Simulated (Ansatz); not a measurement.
`Cl[SiH2][SiH](Cl)Cl` → `Cl[SiH2]Cl` + `[SiH]Cl` at 700 K and 1 bar (silylene formation by 1,1-elimination).

Gas-phase electronic energies from Ansatz, PBE0-D4/def2-TZVP geometries. CBS: MP2 limit from def2 TZ/QZ plus the TZ coupled-cluster correction, frozen cores. This one scheme is used for every species. Each species was taken in one conformer, which may not be the lowest.

```
              species  CCSD(T)/CBS energy (Eh)  H − E (kJ/mol)  S (J/(mol·K))
`Cl[SiH2][SiH](Cl)Cl`              -1959.44429           160.7          504.2
         `Cl[SiH2]Cl`              -1209.93203            98.0          351.1
            `[SiH]Cl`               -749.43948            49.2          290.2
```

H − E and S are ideal-gas, rigid-rotor, harmonic terms from PBE0-D4/def2-TZVP, for one conformer and one mirror image of each species. 1 Eh = 2625.50 kJ/mol, R = 8.31446 J/(mol·K).

Q: By hand: ΔE, ΔH, ΔS and ΔG.

A: ΔE = (-1209.93203) + (-749.43948) − (-1959.44429) = 0.07278 Eh = 191.1 kJ/mol. Δ(H − E) = 98.0 + 49.2 − 160.7 = -13.5, so ΔH = 177.6 kJ/mol. ΔS = 351.1 + 290.2 − 504.2 = 137.1 J/(mol·K). ΔG = 177.6 − 700 × (137.1)/1000 = 81.6 kJ/mol.

Q: By hand: the equilibrium constant, and the temperature at which ΔG would vanish if ΔH and ΔS stayed fixed.

A: log₁₀ K = −ΔG/(RT ln 10) = -6.1. ΔG = 0 at ΔH/ΔS = 1295 K.

The number of gas molecules changes by +1, which sets the sign of ΔS. A doubt of 5 kJ/mol in ΔE shifts log₁₀ K by 0.4 here. Other conformers and mirror images would add mixing entropy, several J/(mol·K) or more a flexible species. Modes under 60 cm⁻¹, often nearly free rotors, make the harmonic entropy too high. These are equilibria of isolated gas molecules and say nothing of rates. Largest T1 diagnostic: 0.013 (customary marks: 0.02 for closed shells, 0.045 for open ones).
